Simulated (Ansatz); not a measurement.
FeBr₃. Charge 0, multiplicity 6. Geometry r2SCAN-D4/def2-SVP, basis def2-TZVP, Ansatz.

| run | HOMO (eV) | LUMO (eV) |
| --- | --- | --- |
| A | -6.88 | -5.97 |
| B | -7.50 | -5.95 |
| C | -6.92 | -6.11 |
| D | -8.41 | -4.93 |

HOMO and LUMO are taken over both spins.

Problem. The runs used PBE, PBE0, r2SCAN, revPBE. Estimate which is which.

Solution. A revPBE (0 % exact exchange); B r2SCAN (0 % exact exchange); C PBE (0 % exact exchange); D PBE0 (25 % exact exchange). Exact exchange lowers occupied and raises empty levels; among semilocal functionals meta-GGAs tend to open the gap a little, and such runs are hard to tell apart. The gap grows from 0.81 eV (PBE) to 3.48 eV (PBE0).
